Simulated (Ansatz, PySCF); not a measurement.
Gas-phase reaction R1 + R2 → P1 + P2, each structure at its B3LYP-D3(BJ)/def2-TZVP stationary point, reached from a drawn start (curvature not checked).
R1, Cl2O2W (SMILES [O]=[W](=[O])([Cl])[Cl]) (charge 0, multiplicity 1, Z-matrix in Å and degrees):
```
W
O 1 1.7041
O 1 1.7041 2 107.02
Cl 1 2.2703 2 109.20 3 -118.08
Cl 1 2.2703 2 109.20 3 118.08
```
P1, ClHO2W (SMILES [O]=[WH](=[O])[Cl]) (charge 0, multiplicity 1):
```xyz
5

W      0.05616     0.00892    -0.00892
O      1.03962     1.09218     0.86504
O      1.03962    -0.86504    -1.09218
H     -0.83795     1.04836    -1.04836
Cl    -1.29745    -1.28451     1.28451
```
R2: H2 (SMILES [H][H]), charge 0, multiplicity 1.
P2: HCl (SMILES Cl), charge 0, multiplicity 1.

P less R. No zero-point or thermal terms; no spin–orbit coupling.

Correlated levels freeze the cores.

Programs: Ansatz (a first-principles code) with Gaussian orbitals; PySCF for the D3/D4 terms. Each number belongs to the level named beside it. Elements past Kr take the def2 small-core potentials, without spin–orbit coupling.

What is the computed reaction energy (CAM-B3LYP-D3(BJ)/def2-TZVPP)?

1.13 eV

Give the reaction energy at the level MP2/def2-QZVPP.

1.41 eV

What is the computed reaction energy (MP2/def2-SVP)?

1.38 eV
